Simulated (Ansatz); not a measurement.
Consider the formal hydrolysis of a Mo–N bond: `C[N](C)[Mo](=[O])(=[O])[F]` + H₂O → `[O]=[Mo](=[O])([OH])[F]` + dimethylamine.

Computed with Ansatz on PBE0-D4/def2-TZVP structures; ΔE is electronic, products minus reactants. CBS: MP2 limit from def2 TZ/QZ plus the TZ coupled-cluster correction, frozen cores. This one scheme is used for every species. DFT in def2-TZVPP. Elements past krypton have def2 core potentials. For Mo outer-core shells are correlated without core-valence functions, which leaves a few kJ/mol of doubt a bond. One conformer a species, not always the lowest.

```tsv
level	ΔE (kcal/mol)
BLYP-D4	1.2
LC-ωPBE	-3.3
SCS-MP2/def2-TZVPP	2.5
HF/def2-QZVPP	-5.2
```

Q: What does CCSD(T)/CBS give? (Best estimate.)

A: Computed: +3.3 kcal/mol. The listed levels differ from it by -2.1, -6.6, -0.8, -8.5 kcal/mol.

Largest T1 diagnostic among the species: 0.025, so the coupled-cluster value is less sure than usual.

Leaving LDA and LC-ωPBE aside and taking each functional with its dispersion term where it has one, the values, not all of them listed here, spread over 2.9 kcal/mol, from B97M-V to revPBE-D4. LDA lies +2.5 kcal/mol from PBE without D4. In def2-TZVPP, CCSD(T) changes the Hartree–Fock value by +7.8 kcal/mol (the triples alone add +1.5 kcal/mol) and MP2 by +9.9 kcal/mol. The D4 term adds +3.2 kcal/mol with B3LYP and +1.8 kcal/mol with PBE0; it sums over pairs of atoms, weighted by their polarisabilities, and B3LYP, whose exchange is more repulsive, gets the larger term.

B3LYP here is the variant with VWN-RPA as its local correlation; programs differ in this.
